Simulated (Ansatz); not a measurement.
Relaxation of BFH5NO (9 atoms, charge 0, multiplicity 1), to a largest force component of 0.03 eV/Å in at most 50 steps.

Method: RKS PBE0/def2-SVP (Ansatz 0.2.0).

```xyz
9
Properties=species:S:1:pos:R:3
B -0.005 -0.406 0.105
O -0.263 -0.551 1.454
H -1.211 -0.662 1.601
H 1.134 -0.364 -0.282
F -1.013 -0.473 -0.760
N 0.136 2.248 0.785
H 1.021 2.752 0.801
H -0.603 2.936 0.920
H 0.131 1.625 1.614
```

Where does it end, and by what steps?

The forces met the threshold. After 17 steps the energy has fallen by 0.460 eV; H7 moved furthest, 0.91 Å. Joined: B1–N6 (2.74 → 1.71 Å).

```json
{"step": "0", "energy less start (eV)": "0.0000", "largest force component (eV/Å)": "0.957", "accepted": "yes"}
{"step": "1", "energy less start (eV)": "-0.0454", "largest force component (eV/Å)": "1.132", "accepted": "yes"}
{"step": "2", "energy less start (eV)": "-0.1188", "largest force component (eV/Å)": "0.945", "accepted": "yes"}
{"step": "3", "energy less start (eV)": "-0.2376", "largest force component (eV/Å)": "0.987", "accepted": "yes"}
{"step": "4", "energy less start (eV)": "-0.3678", "largest force component (eV/Å)": "0.765", "accepted": "yes"}
{"step": "5", "energy less start (eV)": "-0.3863", "largest force component (eV/Å)": "1.204", "accepted": "yes"}
{"step": "6", "energy less start (eV)": "-0.4236", "largest force component (eV/Å)": "0.162", "accepted": "yes"}
{"step": "7", "energy less start (eV)": "-0.4292", "largest force component (eV/Å)": "0.162", "accepted": "yes"}
{"step": "8", "energy less start (eV)": "-0.4352", "largest force component (eV/Å)": "0.069", "accepted": "yes"}
{"step": "9", "energy less start (eV)": "-0.4397", "largest force component (eV/Å)": "0.257", "accepted": "yes"}
{"step": "10", "energy less start (eV)": "-0.4367", "largest force component (eV/Å)": "0.883", "accepted": "no"}
{"step": "11", "energy less start (eV)": "-0.4479", "largest force component (eV/Å)": "0.114", "accepted": "yes"}
{"step": "12", "energy less start (eV)": "-0.4551", "largest force component (eV/Å)": "0.098", "accepted": "yes"}
{"step": "13", "energy less start (eV)": "-0.4440", "largest force component (eV/Å)": "0.617", "accepted": "no"}
{"step": "14", "energy less start (eV)": "-0.4583", "largest force component (eV/Å)": "0.048", "accepted": "yes"}
{"step": "15", "energy less start (eV)": "-0.4586", "largest force component (eV/Å)": "0.156", "accepted": "yes"}
{"step": "16", "energy less start (eV)": "-0.4599", "largest force component (eV/Å)": "0.053", "accepted": "yes"}
{"step": "17", "energy less start (eV)": "-0.4602", "largest force component (eV/Å)": "0.007", "accepted": "yes"}
```

```xyz
9
Properties=species:S:1:pos:R:3
B 0.069 0.146 0.377
O -0.480 -0.527 1.488
H -1.392 -0.769 1.302
H 1.246 -0.111 0.135
F -0.764 0.202 -0.735
N 0.150 1.787 0.839
H 0.580 2.358 0.111
H -0.786 2.149 1.031
H 0.705 1.868 1.691
```

Whether the end is a true minimum wasn't checked by a vibrational analysis.

The run took 32 s on 1 thread of Intel(R) Xeon(R) 6975P-C (Granite Rapids), with other jobs on the host, peak memory 0.16 GiB.
